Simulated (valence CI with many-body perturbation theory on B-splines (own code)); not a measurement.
## Yb³⁹⁺: electric-dipole lines

Method: relativistic CI+MBPT: three valence electrons over a frozen Dirac-Fock core [Ar] 3d10, a basis of 11 s, 11 p, 9 d, 7 f, 5 g, 2 h, 1 i functions for each j, with the one-electron correlation potential Σ1, the two-electron term Σ2, the three-electron term Σ3, Breit, model QED; selected CI, second order for the rest (own B-spline code, finite nucleus).

The last digits are not significant, and no measured levels were compared; by estimate large intervals hold to a few tenths of a per cent, small ones and those within an open d or f shell to about a per cent.

Lines 51 to 100 of 278 in falling wavelength, among levels below 496.50 eV, chosen from the strongest by gf and those to the six lowest levels. Wavelengths and rates use the calculated energies. Electric multipoles are in the length gauge, E1 and E2 with the static RPA response of the core. Weak lines are less certain than strong ones. Lines between different terms over intervals too small for the method are left out, as are lines whose strength nearly cancels. The highest levels of a list are the least certain.

Levels are named by their leading jj configuration (3d3/2^4 stands for four electrons in 3d with j = 3/2), which in mixed levels can hold well under half, so a name can repeat and another be missing. Letters in brackets count levels of one name in rising energy.

```
λ vac (Å)                          Upper                       Lower   A (s⁻¹)  log gf  Branch %
    128.9         (4s 4p1/2 4f7/2) J=9/2      (4s 4p3/2 4d5/2) J=9/2  9.45e+09   -0.63      32.9
    128.6         (4s 4p1/2 4f5/2) J=7/2      (4s 4p3/2 4d5/2) J=9/2  5.55e+09   -0.96       1.6
    128.0          (4p1/2^2 4d3/2) J=3/2      (4s 4p1/2 4d3/2) J=5/2  4.92e+10   -0.32      40.2
    127.7     (4s 4p1/2 4f5/2) J=5/2 [b]      (4s 4p3/2 4d3/2) J=7/2  1.28e+10   -0.73       2.5
    126.0          (4p1/2^2 4p3/2) J=3/2      (4s 4p1/2 4p3/2) J=5/2  5.46e+10   -0.28      22.5
    125.1  (4p1/2 4p3/2 4d5/2) J=7/2 [a]      (4s 4p3/2 4d5/2) J=9/2  5.64e+09   -0.97       1.6
    123.9         (4s 4p1/2 4f7/2) J=9/2      (4s 4p3/2 4d3/2) J=7/2  4.80e+09   -0.96      16.8
    122.9  (4p1/2 4p3/2 4d5/2) J=7/2 [b]  (4s 4p3/2 4d5/2) J=7/2 [a]  6.25e+09   -0.95       1.1
    121.6  (4p1/2 4p3/2 4d3/2) J=3/2 [b]  (4s 4p3/2 4d3/2) J=5/2 [a]  1.32e+10   -0.93       1.6
    120.7          (4p1/2^2 4d3/2) J=3/2  (4s 4p1/2 4d3/2) J=3/2 [a]  1.50e+10   -0.88      12.2
    119.6      (4p1/2 4p3/2 4d5/2) J=9/2      (4s 4p3/2 4d5/2) J=9/2  1.62e+10   -0.46       4.8
    119.4     (4s 4p1/2 4f7/2) J=7/2 [b]      (4s 4p3/2 4d5/2) J=9/2  1.51e+10   -0.59       2.9
    118.2  (4p1/2 4p3/2 4d3/2) J=1/2 [b]  (4s 4p3/2 4d3/2) J=3/2 [a]  2.62e+10   -0.96       2.5
    118.2  (4p1/2 4p3/2 4d5/2) J=5/2 [c]  (4s 4p3/2 4d5/2) J=7/2 [a]  1.26e+10   -0.80       1.3
    117.2  (4p1/2 4p3/2 4d5/2) J=5/2 [a]      (4s 4p3/2 4d3/2) J=7/2  1.86e+10   -0.64       2.7
    117.0          (4p1/2^2 4p3/2) J=3/2  (4s 4p1/2 4p3/2) J=3/2 [a]  1.47e+10   -0.92       6.1
    102.4     (4s 4p1/2 4d3/2) J=3/2 [a]  (4s 4p1/2 4p3/2) J=3/2 [b]  1.22e+10   -1.12      28.9
    102.0      (4p1/2 4p3/2 4d3/2) J=5/2       (4p1/2 4p3/2^2) J=5/2  1.46e+10   -0.86      11.3
    97.63         (4s 4p1/2 4d3/2) J=5/2  (4s 4p1/2 4p3/2) J=3/2 [b]  8.89e+07   -3.12       0.4
    93.89     (4s 4p1/2 4d3/2) J=3/2 [a]      (4s 4p1/2 4p3/2) J=5/2  5.47e+09   -1.54      13.0
    90.91          (4p1/2^2 4d3/2) J=3/2       (4p1/2^2 4p3/2) J=3/2  3.44e+10   -0.77      28.0
    89.90         (4s 4p1/2 4d3/2) J=5/2      (4s 4p1/2 4p3/2) J=5/2  1.32e+10   -1.02      56.5
    89.00         (4s 4p1/2 4d3/2) J=1/2  (4s 4p1/2 4p3/2) J=3/2 [b]  2.70e+09   -2.19       0.3
    88.79     (4s 4p1/2 4d3/2) J=3/2 [a]  (4s 4p1/2 4p3/2) J=3/2 [a]  3.58e+09   -1.77       8.5
    88.72     (4s 4p1/2 4d3/2) J=3/2 [b]  (4s 4p1/2 4p3/2) J=3/2 [b]  1.32e+10   -1.21       1.5
    86.54     (4s 4p1/2 4d5/2) J=5/2 [a]  (4s 4p1/2 4p3/2) J=3/2 [b]  5.79e+08   -2.41       0.3
    85.21         (4s 4p1/2 4d3/2) J=5/2  (4s 4p1/2 4p3/2) J=3/2 [a]  1.78e+09   -1.93       7.6
    85.06             (4s^2 4f7/2) J=7/2          (4s^2 4d5/2) J=5/2  1.37e+10   -0.92       7.5
    84.96             (4s^2 4d3/2) J=3/2          (4s^2 4p3/2) J=3/2  5.16e+06   -4.65       0.0
    83.84     (4s 4p1/2 4p3/2) J=3/2 [a]          (4s^2 4p1/2) J=1/2  1.58e+09   -2.18      47.2
    83.79      (4p1/2 4p3/2^2) J=3/2 [a]  (4s 4p1/2 4p3/2) J=3/2 [b]  2.84e+09   -1.92       1.0
    83.76  (4p1/2 4p3/2 4d5/2) J=5/2 [b]       (4p1/2 4p3/2^2) J=5/2  1.47e+10   -1.03       2.9
    83.54             (4s 4p3/2^2) J=5/2          (4s^2 4p3/2) J=3/2  9.26e+07   -3.24      97.3
    82.37     (4s 4p1/2 4d5/2) J=5/2 [b]  (4s 4p1/2 4p3/2) J=3/2 [b]  1.01e+10   -1.21       4.0
    82.29     (4s 4p1/2 4d3/2) J=3/2 [b]      (4s 4p1/2 4p3/2) J=5/2  3.50e+08   -2.85       0.0
    80.41     (4s 4p1/2 4d5/2) J=5/2 [a]      (4s 4p1/2 4p3/2) J=5/2  9.01e+07   -3.28       0.0
    79.45         (4s 4p1/2 4f7/2) J=5/2  (4s 4p1/2 4d5/2) J=5/2 [b]  1.89e+10   -0.97       6.2
    79.19          (4p1/2^2 4d5/2) J=5/2       (4p1/2^2 4p3/2) J=3/2  1.51e+11   -0.07      61.7
    78.74      (4p1/2 4p3/2 4d5/2) J=1/2   (4p1/2 4p3/2^2) J=3/2 [b]  1.20e+11   -0.65      21.4
    78.57         (4s 4p1/2 4d3/2) J=1/2  (4s 4p1/2 4p3/2) J=3/2 [a]  8.01e+09   -1.83       0.9
    78.40  (4p1/2 4p3/2 4d5/2) J=3/2 [b]       (4p1/2 4p3/2^2) J=1/2  1.98e+11   -0.14      38.4
    78.35     (4s 4p1/2 4d3/2) J=3/2 [b]  (4s 4p1/2 4p3/2) J=3/2 [a]  7.56e+09   -1.56       0.8
    78.23  (4p1/2 4p3/2 4d5/2) J=7/2 [a]      (4s 4p1/2 4d5/2) J=7/2  1.58e+10   -0.93       4.4
    78.21         (4s 4p1/2 4f7/2) J=5/2      (4s 4p1/2 4d5/2) J=7/2  2.29e+10   -0.90       7.5
    78.18         (4s 4p1/2 4f7/2) J=5/2   (4p1/2 4p3/2^2) J=3/2 [a]  1.41e+11   -0.11      46.3
    78.16     (4s 4p3/2 4d3/2) J=3/2 [b]          (4s 4p3/2^2) J=5/2  5.60e+10   -0.69       7.5
    78.06      (4p1/2 4p3/2 4d3/2) J=5/2      (4s 4p1/2 4d3/2) J=5/2  6.19e+10   -0.47      47.7
    78.03      (4p1/2 4p3/2^2) J=3/2 [a]      (4s 4p1/2 4p3/2) J=5/2  4.49e+10   -0.79      15.5
    78.00         (4s 4p1/2 4d5/2) J=7/2      (4s 4p1/2 4p3/2) J=5/2  1.70e+11    0.09      93.4
    78.00      (4p1/2 4p3/2 4d5/2) J=1/2       (4p1/2 4p3/2^2) J=1/2  3.46e+11   -0.20      61.5
```

(1) How does gf follow from A for the line at 86.54 Å?

## Answers

(1) gf = 1.4992 × (2J+1)_upper × A / σ², with σ = 1155557 cm⁻¹ and 2J+1 = 6: gf = 0.00390.
